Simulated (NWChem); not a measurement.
Molecule: C$_{4}$H$_{9}$O, doublet; SMILES CC[CH]CO

```xyz
14

C      0.6015     2.2461    -0.0057
C     -0.6110     1.3094     0.0394
C     -0.3284    -0.0657    -0.4552
C     -0.0643    -1.1868     0.4772
O      0.2540    -2.3438    -0.2453
H      0.3410     3.2544     0.3529
H      1.4229     1.8662     0.6218
H      0.9881     2.3428    -1.0320
H     -1.4242     1.7593    -0.5587
H     -0.9919     1.2607     1.0753
H     -0.1533    -0.2496    -1.5197
H     -0.9558    -1.3389     1.1319
H      0.7578    -0.9016     1.1791
H      0.3966    -3.0613     0.3781
```
Atoms are numbered in this order, from 1.

Results from NWChem. Pople sets run with spherical d functions. Spin-unrestricted. All runs use the structure optimised with PBE0/def2-SVP, spin-unrestricted. No frequency run checked for a minimum. No stability test was run on the SCF state.

For level CAM-B3LYP/6-311G**:

```
Item                                                         Result
-----------------------------------------------------------  ------
highest occupied level (eV)                                   -6.63
lowest empty minus highest occupied level, either spin (eV)    7.00
dipole (D)                                                     1.64
```

Problem. Estimate the same quantities for level CAM-B3LYP/STO-3G.

Solution. The highest occupied level (eV) is -4.76 and the lowest empty minus highest occupied level, either spin (eV) is 8.55. The dipole (D) is 1.39.
